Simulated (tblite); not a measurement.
Species: C5H9OP.
Atom-mapped SMILES: `[CH3:1][C:2]([CH3:3])=[C:4]=[P:5][CH2:6][OH:7]` (hydrogens: H8, H9, H10 on C1; H11, H12, H13 on C3; H14, H15 on C6; H16 on O7)

Computed with GFN2-xTB (tblite), gas phase: L-BFGS steps from a force-field or distance-geometry start until the largest atomic force falls under 0.01 eV/Å.

Step 9: E = -592.9459 eV
```
atom  x, y, z in Å  |  force x, y, z in eV/Å
C1     -1.8123    1.1806    0.6276    0.034  -0.151  -0.032
C2     -1.0616    0.2027   -0.2367   -0.038  -0.064   0.112
C3     -1.7646   -1.0332   -0.7440    0.075   0.094   0.019
C4      0.2014    0.4016   -0.4986    0.096   0.018  -0.039
P5      1.6497    0.8208   -1.1226   -0.091   0.059  -0.156
C6      2.8932    0.0884    0.1066    0.088  -0.134   0.177
O7      2.4055   -0.7653    1.0991   -0.088  -0.041   0.121
H8     -2.3061    0.6743    1.4530   -0.010  -0.103   0.044
H9     -2.5739    1.6967    0.0497   -0.074   0.004  -0.126
H10    -1.1233    1.9159    1.0301    0.010   0.075   0.020
H11    -2.6320   -1.2896   -0.1463   -0.041   0.065   0.144
H12    -1.0768   -1.8740   -0.7514    0.008  -0.069   0.018
H13    -2.0928   -0.8788   -1.7684   -0.073   0.086  -0.106
H14     3.6627   -0.4045   -0.4999    0.160   0.043  -0.001
H15     3.3507    0.9223    0.6448    0.076   0.113  -0.080
H16     2.2727   -1.6491    0.7456   -0.130   0.005  -0.114
```

Step 10: E = -592.9542 eV
```
atom  x, y, z in Å  |  force x, y, z in eV/Å
C1     -1.8096    1.1787    0.6260    0.030  -0.179  -0.055
C2     -1.0554    0.2026   -0.2366   -0.002  -0.065   0.115
C3     -1.7630   -1.0310   -0.7427    0.073   0.133   0.043
C4      0.2107    0.3930   -0.4877    0.082   0.059  -0.096
P5      1.6506    0.8154   -1.1281   -0.030   0.015  -0.052
C6      2.8990    0.0870    0.1101   -0.019  -0.067   0.061
O7      2.3999   -0.7652    1.0994   -0.002  -0.014   0.050
H8     -2.3015    0.6578    1.4435   -0.017  -0.039   0.073
H9     -2.5730    1.6854    0.0421   -0.079   0.020  -0.100
H10    -1.1284    1.9209    1.0319   -0.016   0.028   0.010
H11    -2.6281   -1.2741   -0.1365   -0.053   0.015   0.120
H12    -1.0792   -1.8762   -0.7501   -0.029  -0.041  -0.004
H13    -2.0970   -0.8681   -1.7645   -0.056   0.044  -0.085
H14     3.6659   -0.4000   -0.5079    0.144   0.036   0.127
H15     3.3454    0.9292    0.6472    0.089   0.027  -0.093
H16     2.2560   -1.6466    0.7427   -0.115   0.029  -0.115
```

Step 11: E = -592.9587 eV
```
atom  x, y, z in Å  |  force x, y, z in eV/Å
C1     -1.8082    1.1756    0.6245   -0.002  -0.111  -0.034
C2     -1.0510    0.2014   -0.2346    0.033  -0.050   0.082
C3     -1.7617   -1.0284   -0.7415    0.023   0.084   0.036
C4      0.2161    0.3894   -0.4834    0.036   0.069  -0.108
P5      1.6509    0.8131   -1.1323    0.050  -0.021   0.020
C6      2.9021    0.0852    0.1131   -0.058   0.002  -0.025
O7      2.3967   -0.7659    1.1007    0.048  -0.004  -0.015
H8     -2.2993    0.6484    1.4398   -0.014   0.006   0.063
H9     -2.5735    1.6794    0.0365   -0.035  -0.015  -0.052
H10    -1.1317    1.9236    1.0328   -0.052  -0.025  -0.010
H11    -2.6265   -1.2655   -0.1295   -0.018   0.003   0.070
H12    -1.0811   -1.8778   -0.7495   -0.063  -0.004  -0.019
H13    -2.1000   -0.8616   -1.7636   -0.029   0.021  -0.016
H14     3.6704   -0.3969   -0.5097    0.111   0.023   0.193
H15     3.3442    0.9334    0.6465    0.075  -0.029  -0.087
H16     2.2449   -1.6445    0.7390   -0.107   0.051  -0.098
```

Step 12: E = -592.9631 eV
```
atom  x, y, z in Å  |  force x, y, z in eV/Å
C1     -1.8076    1.1714    0.6231   -0.038  -0.015   0.006
C2     -1.0462    0.1992   -0.2312    0.063  -0.021   0.025
C3     -1.7607   -1.0252   -0.7401   -0.038   0.002   0.021
C4      0.2204    0.3880   -0.4825   -0.020   0.064  -0.096
P5      1.6522    0.8113   -1.1360    0.125  -0.045   0.063
C6      2.9041    0.0835    0.1157   -0.057   0.060  -0.088
O7      2.3947   -0.7670    1.1020    0.081   0.005  -0.069
H8     -2.2979    0.6409    1.4383   -0.010   0.043   0.036
H9     -2.5744    1.6742    0.0309    0.019  -0.066   0.001
H10    -1.1356    1.9251    1.0331   -0.081  -0.069  -0.027
H11    -2.6253   -1.2583   -0.1223    0.026   0.004   0.012
H12    -1.0839   -1.8793   -0.7493   -0.089   0.028  -0.032
H13    -2.1032   -0.8558   -1.7633    0.000   0.005   0.067
H14     3.6769   -0.3939   -0.5070    0.074   0.001   0.219
H15     3.3452    0.9364    0.6437    0.047  -0.064  -0.061
H16     2.2336   -1.6417    0.7335   -0.101   0.069  -0.077
```

Problem. Estimate the geometry and energy of step 13. (The exact step hangs on the optimiser's Hessian estimate; all steps are aligned on step 12, rigid shifts and turns removed.)

Solution. E = -592.9689 eV, largest force 0.207 eV/Å
```
atom  x, y, z in Å  |  force x, y, z in eV/Å
C1     -1.8077    1.1654    0.6215   -0.067   0.084   0.052
C2     -1.0396    0.1959   -0.2261    0.080   0.020  -0.049
C3     -1.7601   -1.0211   -0.7380   -0.095  -0.087   0.007
C4      0.2253    0.3881   -0.4840   -0.070   0.049  -0.068
P5      1.6563    0.8084   -1.1395    0.175  -0.055   0.075
C6      2.9057    0.0821    0.1177   -0.021   0.101  -0.126
O7      2.3937   -0.7683    1.1025    0.097   0.007  -0.109
H8     -2.2966    0.6327    1.4377   -0.010   0.076   0.002
H9     -2.5753    1.6662    0.0237    0.066  -0.121   0.054
H10    -1.1420    1.9257    1.0328   -0.095  -0.096  -0.035
H11    -2.6233   -1.2493   -0.1128    0.060   0.003  -0.048
H12    -1.0893   -1.8808   -0.7498   -0.101   0.045  -0.045
H13    -2.1072   -0.8483   -1.7617    0.026  -0.005   0.149
H14     3.6873   -0.3902   -0.4986    0.038  -0.034   0.201
H15     3.3480    0.9393    0.6385    0.007  -0.079  -0.010
H16     2.2171   -1.6369    0.7247   -0.092   0.093  -0.050
```

The energy changes by -0.0058 eV. The first-order estimate −F·Δx gives -0.0077 eV and the mean of the old and new forces, exact on a quadratic surface, -0.0058 eV. The step makes an angle of 61° with the force vector and moves no atom by more than 0.019 Å.

What follows is the cost of the whole relaxation. Time: 1.0 s wall. Hardware: Arm Neoverse V1, one thread, no GPU, shared host with 32 logical CPUs at a one-minute load of 28.
